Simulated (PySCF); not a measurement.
Computed IR spectrum (relative IR intensity) of a molecule C₅H₇O, multiplicity 2. Geometry optimised at ωB97X-D3(BJ)/def2-SVP. One conformer was computed; it need not be the lowest. Level of theory: ωB97X-D3(BJ)/def2-SVP in PySCF. Frequencies are harmonic and unscaled.

Lines under 2 % of the strongest are left out, and lines within 2 cm⁻¹ are merged.

ν (cm⁻¹): 76 (vw), 374 (w), 478 (vw), 996 (vw), 1184 (m), 1299 (m), 1409 (w), 1431 (vw), 1463 (vw), 1912 (vs), 3018 (w), 3035 (vw), 3087 (w), 3098 (w), 3242 (vw) (against the strongest line: vs over 80 %, s over 45 %, m over 15 %, w over 4 %, vw less)

Problem. Pick the molecule that these values belong to.
A) O=C1C[CH]CC1
B) C[C]=CC(C)=O
C) O=C1[CH]CCC1

Solution. A, O=C1C[CH]CC1
